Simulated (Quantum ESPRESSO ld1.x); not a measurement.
Question: Species: Be3+. Configuration: 1s1 (the NIST ground configuration). All-electron calculation, scalar-relativistic Kohn-Sham, LDA (Slater exchange, VWN5 correlation), spin-polarised, spherical densities, point nucleus; open shells are filled with parallel spins first. Program: ld1.x of Quantum ESPRESSO 7.5. Some entries of the table are withheld. Estimate them.

| orbital | occ. | eigenvalue (eV) | r(max) (bohr) |
|---|---|---|---|
| 1s up | 1 | -190.099 | 0.2513 |
| 1s down | 0 | -160.205 | 0.2670 |
| 2s up | 0 | -38.1046 | (1) |
| 2p up | 0 | -36.3413 | 1.095 |
| 2s down | 0 | -35.3026 | (2) |
| 2p down | 0 | -33.2940 | 1.228 |

Answer: 
(1) 2s up r(max) (bohr): 1.397
(2) 2s down r(max) (bohr): 1.513
